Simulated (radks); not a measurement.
Nd2+, configuration [Kr] 4d10 4f4 5p6 5d2 (not the ground configuration). All-electron calculation, scalar-relativistic Kohn-Sham, MS2 meta-GGA, spin-polarised, spherical densities, finite nucleus; open shells are filled with parallel spins first (spin-orbit coupling, left out, can overturn this in heavy ions); meta-GGA in the generalised Kohn-Sham scheme; Fermi nuclear charge, rms radius 4.9123 fm. Program: a radial shooting solver on a logarithmic mesh with Libxc functionals.

Normalised radial functions P(r) = r R(r), r in bohr:

r           5s up
0.00112    0.0408
0.001506   0.0519
0.002009   0.0650
0.00268    0.0805
0.003574   0.0981
0.004805   0.1173
0.006409   0.1352
0.008548   0.1486
0.0114     0.1518
0.01533    0.1364
0.02044    0.0942
0.02727    0.0196
0.03637   -0.0828
0.04889   -0.1902
0.06521   -0.2443
0.08698   -0.1852
0.116      0.0105
0.156      0.2633
0.208      0.3521
0.2775     0.1185
0.3701    -0.3195
0.4975    -0.5285
0.6636    -0.1760
0.8851     0.5060
1.18       0.9590
1.587      0.8846
2.117      0.5027
2.823      0.1774
3.766      0.0357
5.063      0.0033
6.753      0.0001

5s up (empty): eigenvalue -59.823 eV, 4 radial nodes at r = 0.0290, 0.115, 0.301, 0.718 bohr, <r> = 1.44 bohr, 90 % of the charge inside 2.07 bohr.
